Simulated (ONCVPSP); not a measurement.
**Sn: one change to an ONCV potential, before and after**

ONCVPSP 4.0.1 input, shortened (lines: element, Z, core and valence counts, functional; n l f; lmax; l rc ep ncon nbas qcut; lloc lpopt rc5 dvloc0; l nproj debl; icmod fcfact rcfact), LDA (Perdew-Wang 92), scalar-relativistic:

```
  Sn 50.00    6    5  -001012      upf
    1    0    2.00
    2    0    2.00
    2    1    6.00
    3    0    2.00
    3    1    6.00
    3    2   10.00
    4    0    2.00
    4    1    6.00
    4    2   10.00
    5    0    1.00
    5    1    3.00
    3
    0    1.15    0.00    4    7   11.60
    1    1.60    0.00    4    9    8.30
    2    1.55    0.00    4    7   12.30
    3    1.50    0.35    3    6    8.60
    4    1    0.85   -1.00
    0    2    3.50
    1    2    2.70
    2    2    2.00
    3    3    2.30
    1    0.45    0.00
```

All-electron outer shells of the reference configuration (LDA (PZ), scalar-relativistic, ld1.x):

```json
{"shell": "3p", "level (eV)": "-699.92", "outermost node (bohr)": "0.14", "outermost maximum (bohr)": "0.30"}
{"shell": "3d", "level (eV)": "-475.22", "outermost node (bohr)": "–", "outermost maximum (bohr)": "0.25"}
{"shell": "4s", "level (eV)": "-135.18", "outermost node (bohr)": "0.40", "outermost maximum (bohr)": "0.74"}
{"shell": "4p", "level (eV)": "-91.08", "outermost node (bohr)": "0.41", "outermost maximum (bohr)": "0.79"}
{"shell": "4d", "level (eV)": "-27.36", "outermost node (bohr)": "0.39", "outermost maximum (bohr)": "0.88"}
{"shell": "5s", "level (eV)": "-11.69", "outermost node (bohr)": "0.98", "outermost maximum (bohr)": "1.99"}
{"shell": "5p", "level (eV)": "-4.48", "outermost node (bohr)": "1.09", "outermost maximum (bohr)": "2.49"}
```

Change: all radii but the core radius scaled by about 1.25 (s 1.44, p 2.00, d 1.94, f 1.88 bohr); local potential polynomial inside 1.06 bohr (lpopt 1, dvloc0 -1 Ha).

Cutoffs: the cutoffs (Ha) at which the residual kinetic energy of the hardest occupied pseudo-wave falls to 1 and 0.1 mHa per electron; they do not see the model core or the augmentation charge, which bear on the density cutoff. Errors are all-electron minus pseudo energies relative to the spin-unpolarised reference configuration.

Question: What does the change do?

Answer: The potential gets softer (48 Ha and 56 Ha → 41 Ha and 48 Ha); of the 4 tests that both files solve, the error grows in 0 and shrinks in 1 by more than 15 % and 0.3 meV (median size 3.5 → 3.2 meV); neither file shows a bound ghost. A larger radius leaves more room for a smooth pseudo-wave, so fewer plane waves are needed.

| quantity | base | changed |
| --- | --- | --- |
| cutoff, loose | 48 Ha | 41 Ha |
| cutoff, tight | 56 Ha | 48 Ha |
| loose cutoff by channel | s 48 Ha, p 24 Ha, d 41 Ha | s 41 Ha, p 22 Ha, d 34 Ha |
| bound ghosts | none | none |
| GHOST(+) flags under 300 eV | none | none |
| error for 4s2 4p6 4d10 5s2 5p2, meV [ΔE -7.08 eV] | +0.1 | +0.2 |
| error for 4s2 4p6 4d10 5s2 5p1, meV [ΔE 0.02 eV] | -1.6 | -1.4 |
| error for 4s2 4p6 4d10 5s2 5p0, meV [ΔE 14.27 eV] | -5.4 | -5.0 |
| error for 4s2 4p5 4d10 5s2 5p2, meV [ΔE 90.32 eV] | -138 | -85 |
| rms error of d²Exc/dni dnj with the model core, mHa | 0.40 | 0.47 |
